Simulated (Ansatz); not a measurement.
hydrogen chloride (HCl), singlet, geometry from GFN2-xTB; SVWN5/aug-cc-pVDZ (Ansatz, an electronic-structure program).

Input for Ansatz:
Ansatz 0.2 input:
```yaml
crystal:
  periodic: [false, false, false]
  atoms:
    - {symbol: Cl, position_ang: [-0.00000000, -0.00000000, -0.07094563]}
    - {symbol: H, position_ang: [0.00000000, 0.00000000, 1.20607566]}
basis:
  gaussian:
    orbitals: aug-cc-pVDZ
hamiltonian:
  xc: {name: SVWN5}
scf: {lower_state_search: off}
```

Predict the main parts of the log of this Ansatz run.


```
Functional definition: SVWN5
these checks for a lower state are left out or cut short: stability, starts, cluster_reference, orbital_swaps, neighbouring_geometries, increment
397 factors; their error is unknown
mean field evaluation 1: about -12498.0893 eV, gradient 1.1e1 eV
mean field evaluation 2: about -12498.0425 eV, gradient 1.2e1 eV
mean field evaluation 4: about -12498.4290 eV, gradient 4.9e-1 eV
mean field evaluation 8: about -12498.4195 eV, gradient 6.3e-4 eV
mean field -12498.41954641 eV, -459.3084465975 hartree, gradient 1.5e-6 eV, S^2 0.000000; 0 other end points of the search recorded, 0 dependent functions left out
reference -12498.41958994 eV, -459.3084481973 hartree; 9, 9 occupied and 27, 27 virtual orbitals, 397 factors
Total energy: -12498.41958994 eV, -459.3084481973 hartree
Checks for a lower state left out: stability, starts, cluster_reference, orbital_swaps, neighbouring_geometries, increment
```
